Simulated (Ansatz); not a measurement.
Reaction (cleavage of the Ge–Si bond): `[CH3][GeH]([NH2])[SiH3]` + HCl → `[CH3][GeH]([NH2])[Cl]` + SiH₄

Calculated with Ansatz (gas phase, PBE0-D4/def2-TZVP geometries, no zero-point term in ΔE). CBS: MP2 limit from def2 TZ/QZ plus the TZ coupled-cluster correction, frozen cores. This one scheme is used for every species. DFT in def2-TZVPP. For Ge outer-core shells are correlated without core-valence functions, which leaves a few kJ/mol of doubt a bond. Scalar relativity is left out up to krypton. Each species was taken in one conformer, which may not be the lowest.

```json
{"level": "revPBE-D4", "ΔE (kcal/mol)": "-18.4", "difference from CCSD(T)/CBS": "2.2"}
{"level": "r2SCAN-D4", "ΔE (kcal/mol)": "-20.9", "difference from CCSD(T)/CBS": "-0.3"}
{"level": "BHLYP-D4", "ΔE (kcal/mol)": "-23.0", "difference from CCSD(T)/CBS": "-2.4"}
{"level": "ωB97X-V", "ΔE (kcal/mol)": "-21.9", "difference from CCSD(T)/CBS": "-1.3"}
{"level": "B2PLYP", "ΔE (kcal/mol)": "-22.3", "difference from CCSD(T)/CBS": "-1.7"}
{"level": "RPA@PBE/def2-TZVPP", "ΔE (kcal/mol)": "-20.2", "difference from CCSD(T)/CBS": "0.4"}
{"level": "CCSD(T)/def2-SVP", "ΔE (kcal/mol)": "-22.4", "difference from CCSD(T)/CBS": "-1.8"}
{"level": "HF/def2-TZVPP", "ΔE (kcal/mol)": "-27.2", "difference from CCSD(T)/CBS": "-6.6"}
{"level": "MP2/def2-TZVPP", "ΔE (kcal/mol)": "-22.2", "difference from CCSD(T)/CBS": "-1.6"}
{"level": "MP2/def2-QZVPP", "ΔE (kcal/mol)": "-22.2", "difference from CCSD(T)/CBS": "-1.6"}
{"level": "CCSD(T)/CBS", "ΔE (kcal/mol)": "-20.6", "difference from CCSD(T)/CBS": "0"}
```

What do rigid-rotor, harmonic-oscillator terms from PBE0-D4/def2-TZVP frequencies (298.15 K, 1 bar) make of the CCSD(T)/CBS value? (Best estimate.)

The calculation gave: ΔZPE = +0.9 kcal/mol, ΔH = -20.4 kcal/mol, ΔS = -15 J/(mol·K), ΔG = -19.3 kcal/mol.

Largest T1 diagnostic among the species: 0.011.

In def2-TZVPP, CCSD(T) changes the Hartree–Fock value by +6.6 kcal/mol (the triples alone add +0.5 kcal/mol) and MP2 by +5.0 kcal/mol. Leaving LDA and LC-ωPBE aside and taking each functional with its dispersion term where it has one, the values, not all of them listed here, spread over 4.9 kcal/mol, from BHLYP-D4 to PBE-D4. LDA lies +0.8 kcal/mol from PBE without D4. From BLYP to BHLYP (50 % exact exchange), in def2-TZVPP and without D4, ΔE moves by −2.8 kcal/mol.

CCSD(T)/CBS has its own doubt, a few kJ/mol and more with outer-core shells, so smaller differences from it don't rank the levels.
